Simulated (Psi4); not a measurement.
H₄B (SMILES [BH4-]), charge -1, singlet, geometry from GFN2-xTB (a gas-phase anion, which may not be bound at this level). Base run: HF/def2-SVP in Psi4 1.11.

Input for Psi4:
```
memory 2 GB

molecule {
-1 1
  B     0.00000000    0.00000000    0.00000000
  H    -0.78935573   -0.82329958   -0.45703408
  H     0.16226976   -0.21027872    1.19968171
  H    -0.45033333    1.13195784   -0.16017538
  H     1.07741931   -0.09837954   -0.58247225
}

set basis def2-svp

energy('scf')
print_variables()
```

The base run was repeated with changes; each row names its change, and settings that it needs were set with it.

```tsv
change	ΔE vs base (µEh)	SCF cycles	basis functions
base	0.0	6	34
scf_type = pk	54.2	6	34
d_convergence = 1e-8	0.0	8	34
diis_max_vecs = 15	0.0	6	34
cholesky_tolerance = 1e-6 (with scf_type cd)	54.9	6	34
guess = modhuckel	0.0	7	34
scf_type = out_of_core	54.2	6	34
guess = huckel	0.0	7	34
scf_type = dfdirj+link	-44.1	6	34
e_convergence = 1e-8	0.0	7	34
scf_initial_accelerator = ediis	0.0	6	34
d_convergence = 1e-10	0.0	10	34
guess = core	0.0	8	34
```

A gas-phase anion may not be bound at this level; its values then depend on the basis.
